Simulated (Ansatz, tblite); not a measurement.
Removing and adding an electron: (OH)3Ti-NH-SiH3 (TiSiNO₃H₇). Total charge 0; singlet. Geometry: r2SCAN-D4/def2-SVP. Ansatz, gas phase; energy differences of separate SCF runs; the oxidised species was run as a doublet alone; the reduced species was run as a doublet alone.

Cartesian coordinates in Å:
```
Ti 1.062 -0.158 0.300
O 0.248 -0.257 1.907
O 2.336 1.102 0.208
O 1.732 -1.766 -0.135
N -0.346 0.341 -0.869
Si -2.043 0.228 -0.479
H 0.111 0.459 2.541
H 3.287 1.019 0.068
H 1.418 -2.443 -0.746
H -0.107 0.915 -1.679
H -2.352 -1.118 0.086
H -2.857 0.426 -1.721
H -2.489 1.253 0.520
```

The xTB rows come from tblite. Correlated methods freeze 14 core orbitals; core or outer-core shells of Ti are correlated, in sets that lack core-valence functions. The rows differ in basis, and correlated rows in double-zeta sets carry the largest basis error. HOMO above LUMO, or a gap near zero within one spin, warns that the state may not be the lowest or that an electron is smeared out.

```json
{"level": "HF/def2-SVP", "−HOMO (eV)": "–", "vertical IE (eV)": "8.45", "−LUMO (eV)": "–", "vertical EA (eV)": "–", "HOMO–LUMO gap (eV)": "–", "IE − EA (eV)": "–", "remarks": "–"}
{"level": "r2SCAN-D4/def2-TZVP", "−HOMO (eV)": "6.47", "vertical IE (eV)": "9.15", "−LUMO (eV)": "2.18", "vertical EA (eV)": "–", "HOMO–LUMO gap (eV)": "4.30", "IE − EA (eV)": "–", "remarks": "–"}
{"level": "r2SCAN-D4/def2-TZVPD", "−HOMO (eV)": "6.50", "vertical IE (eV)": "–", "−LUMO (eV)": "2.22", "vertical EA (eV)": "-0.32", "HOMO–LUMO gap (eV)": "4.28", "IE − EA (eV)": "–", "remarks": "HOMO above zero (-1 doublet)"}
{"level": "PBE0-D4/def2-TZVPD", "−HOMO (eV)": "7.55", "vertical IE (eV)": "–", "−LUMO (eV)": "1.30", "vertical EA (eV)": "-0.25", "HOMO–LUMO gap (eV)": "6.25", "IE − EA (eV)": "–", "remarks": "HOMO above zero (-1 doublet)"}
{"level": "MP2/def2-SVP", "−HOMO (eV)": "–", "vertical IE (eV)": "9.32", "−LUMO (eV)": "–", "vertical EA (eV)": "–", "HOMO–LUMO gap (eV)": "–", "IE − EA (eV)": "–", "remarks": "–"}
{"level": "CCSD(T)/def2-SVP", "−HOMO (eV)": "–", "vertical IE (eV)": "9.09", "−LUMO (eV)": "–", "vertical EA (eV)": "–", "HOMO–LUMO gap (eV)": "–", "IE − EA (eV)": "–", "remarks": "–"}
```

Question: Estimate the rows for GFN1-xTB, GFN2-xTB, PBE-D4/def2-TZVP, PBE-D4/def2-TZVPD, PBE0-D4/def2-TZVP, CCSD/def2-SVP.

Answer: 
```json
{"level": "GFN1-xTB", "−HOMO (eV)": "11.30", "vertical IE (eV)": "14.35", "−LUMO (eV)": "8.83", "vertical EA (eV)": "5.79", "HOMO–LUMO gap (eV)": "2.47", "IE − EA (eV)": "8.57", "remarks": "–"}
{"level": "GFN2-xTB", "−HOMO (eV)": "9.95", "vertical IE (eV)": "13.21", "−LUMO (eV)": "6.93", "vertical EA (eV)": "3.84", "HOMO–LUMO gap (eV)": "3.03", "IE − EA (eV)": "9.36", "remarks": "–"}
{"level": "PBE-D4/def2-TZVP", "−HOMO (eV)": "6.17", "vertical IE (eV)": "9.04", "−LUMO (eV)": "2.28", "vertical EA (eV)": "–", "HOMO–LUMO gap (eV)": "3.90", "IE − EA (eV)": "–", "remarks": "–"}
{"level": "PBE-D4/def2-TZVPD", "−HOMO (eV)": "6.23", "vertical IE (eV)": "–", "−LUMO (eV)": "2.35", "vertical EA (eV)": "-0.17", "HOMO–LUMO gap (eV)": "3.88", "IE − EA (eV)": "–", "remarks": "HOMO above zero (-1 doublet), gap within one spin near zero (-1 doublet)"}
{"level": "PBE0-D4/def2-TZVP", "−HOMO (eV)": "7.52", "vertical IE (eV)": "9.33", "−LUMO (eV)": "1.25", "vertical EA (eV)": "–", "HOMO–LUMO gap (eV)": "6.27", "IE − EA (eV)": "–", "remarks": "–"}
{"level": "CCSD/def2-SVP", "−HOMO (eV)": "–", "vertical IE (eV)": "9.16", "−LUMO (eV)": "–", "vertical EA (eV)": "–", "HOMO–LUMO gap (eV)": "–", "IE − EA (eV)": "–", "remarks": "–"}
```

   A HOMO above zero means that the electron is unbound at that level or that self-interaction error raises the level; the energy of removing that electron tells which. Raw xTB energy differences between charge states are shifted by several eV; the methods need an empirical correction for them. A negative affinity means that the extra electron isn't bound; its size then hangs on the basis.
